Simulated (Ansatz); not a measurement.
# One step, two centres

Four-centre ligand exchange, with the central atom changed down its group and all else kept; in the first member these bonds form or tighten: Cl–H, H–Ti; these break or loosen: Cl–Ti, H–H.

Gas-phase electronic energies, without zero-point energy, by CCSD(T) at an estimated basis limit (MP2 extrapolated from triple and quadruple zeta, plus CCSD(T) − MP2 in triple zeta); Ansatz 0.2.0, def2-TZVPP and QZVPP, frozen cores, core potentials past krypton, on PBE0-D4/def2-TZVP structures. Extrapolation: Hartree–Fock as exp(−7.88 √X), correlation as X^−2.97. All energies, in kJ/mol, count from the separated reactants, without counterpoise correction; the start and end structures are the complexes reached by relaxing down from the saddle, and deeper ones may exist. Brackets give SMILES, or, where every atom is bracketed, only which atoms are joined. Steps whose reference was doubtful or whose search ended elsewhere are left out.

| reactants | products | start structure | saddle | end structure | saddle by PBE0-D4/TZ |
| --- | --- | --- | --- | --- | --- |
| TiCl₄ ([Cl][Ti]([Cl])([Cl])[Cl]) + H₂ | TiHCl₃ ([Cl][TiH]([Cl])[Cl]) + HCl | -1.9 | ? | 154.2 | 160.7 |
| HfCl₄ ([Cl][Hf]([Cl])([Cl])[Cl]) + H₂ | HfHCl₃ ([Cl][HfH]([Cl])[Cl]) + HCl, still joined by a dative Cl–Hf bond | -3.3 | 171.9 | 168.8 | 166.3 |

Task: What is the height of the saddle for TiCl₄ ([Cl][Ti]([Cl])([Cl])[Cl]) + H₂? (Judge from chemistry; the value comes from the calculation.)

Result: By the calculation: 173.2 kJ/mol relative to the separated reactants, the higher of the two; above its start structure the barrier is 173.2 − (-1.9) ≈ 175.1 kJ/mol.

Task: How do the PBE0-D4 saddles lie against the coupled-cluster estimate?

Result: Both lower, by 5.6 to 12.5 kJ/mol.

No T1 diagnostic of these runs exceeds 0.025. The outer cores of Hf, Ti are correlated in sets not built for that, so values that involve them are less sure.

For scale, one of the runs: CCSD(T)/def2-TZVPP, 260 basis functions, launched by `ansatz run in.yaml --threads 8 --pin off --events-out ev --progress --plain --max-ram 19148MiB`. Time: 3.9 min of wall clock on 8 CPU threads of an Intel Xeon; the host was shared. Peak host memory: 5.8 GiB.
